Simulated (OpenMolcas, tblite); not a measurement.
**C2H6AlF (SMILES [CH3][Al]([CH3])[F]): the vertical ionisation energy, rung by rung**

C2H6AlF: 10 atoms, total charge 0, spin state singlet. As SMILES, `[CH3][Al]([CH3])[F]`. The coordinates come from a PBE0-D4/def2-TZVP relaxation.

| atom | x (Å) | y (Å) | z (Å) |
| --- | --- | --- | --- |
| C | -0.5667 | 1.4126 | -0.8585 |
| Al | -0.2886 | -0.4453 | -0.3643 |
| C | 0.7947 | -1.0931 | 1.1122 |
| F | -1.0473 | -1.6006 | -1.2813 |
| H | -1.1844 | 1.5171 | -1.7529 |
| H | -1.0540 | 1.9634 | -0.0468 |
| H | 0.3871 | 1.9173 | -1.0438 |
| H | 0.1894 | -1.6767 | 1.8132 |
| H | 1.2698 | -0.2838 | 1.6720 |
| H | 1.5832 | -1.7623 | 0.7534 |

Each level gives the vertical ionisation energy (to the doublet cation) (eV). The values are calculated.

| level | kind | program | value (eV) | less CCSD(T)/def2-SVP | CPU time (all runs) |
| --- | --- | --- | --- | --- | --- |
| GFN1-xTB | semi-empirical | tblite | 14.35 | +4.18 | under 2 s |
| IPEA1-xTB | semi-empirical | tblite | 13.49 | +3.32 | under 2 s |
| HF/def2-SVP | Hartree–Fock | OpenMolcas | 9.69 | -0.48 | 29 s |
| SVWN5/def2-SVP | LDA | OpenMolcas | 9.88 | -0.29 | 96 s |
| PBE/def2-SVP | GGA | OpenMolcas | 9.72 | -0.45 | 2.1 min |
| M06-L/def2-SVP | meta-GGA | OpenMolcas | 9.94 | -0.23 | 3.1 min |
| M06-2X/def2-SVP | hybrid meta-GGA | OpenMolcas | 10.28 | +0.11 | 2.3 min |
| CCSD(T)/def2-SVP, open shells restricted | coupled cluster or CI | OpenMolcas | 10.17 | 0.00 | 3.4 min |

Differences are taken from CCSD(T)/def2-SVP, open shells restricted for orientation; it has basis-set and higher-order errors of its own. The values span 9.69 to 14.35 eV. The xTB values lack the empirical shift that such differences need. Times are those of the runs behind each value, whatever else they computed, on shared processors of several kinds: orders of magnitude only.
